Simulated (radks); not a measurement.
The numbers below are computed, except where a source is named.
Neutral manganese, 25 electrons, occupied as [Ar] 3d5 4s2.

Code: a radial shooting solver on a logarithmic mesh with Libxc functionals. Model: Dirac Kohn-Sham, PBEsol, spin-unpolarised, spherical densities, finite nucleus; open shells fill j = l - 1/2 first; Fermi nuclear charge, rms radius 3.7057 fm.

Energy parts (hartree):
part                       energy
total                 -1157.18995
kinetic                1171.88649
electron-nucleus      -2765.90417
Hartree                 487.62842
exchange-correlation    -50.80069

Orbitals (lengths in bohr, moments of r in powers of bohr; r(90%) holds 90 % of the orbital's charge):
| orbital | occ. | eigenvalue (hartree) | r(90%) |
|---|---|---|---|
| 1s1/2 | 2 | -235.9741 | 0.109 |
| 2s1/2 | 2 | -27.29759 | 0.434 |
| 2p1/2 | 2 | -23.38840 | 0.403 |
| 2p3/2 | 4 | -23.00574 | 0.407 |
| 3s1/2 | 2 | -3.14504 | 1.28 |
| 3p1/2 | 2 | -2.03152 | 1.39 |
| 3p3/2 | 4 | -1.98476 | 1.40 |
| 3d3/2 | 4 | -0.25109 | 2.16 |
| 3d5/2 | 1 | -0.24676 | 2.18 |
| 4s1/2 | 2 | -0.18819 | 4.70 |

The highest occupied level is 4s1/2 at -5.121 eV. For comparison, the ionisation energy in NIST's Atomic Spectra Database is 7.434 eV (measured). In exact Kohn-Sham theory the highest level is minus the ionisation energy, but local and semilocal functionals leave it too shallow, through self-interaction and a potential that decays too fast; potentials with the right tail come closer. The electron density at the nucleus is 1.314e+04 e/bohr^3. Summed over all electrons, <r^2> = 40.33 bohr^2, which gives a Langevin (diamagnetic) susceptibility term of -31.9 x 10^-6 cm^3/mol.

Beside tabulated values, note that spin-unpolarised runs miss the spin-polarisation part of the exchange energy of open shells.
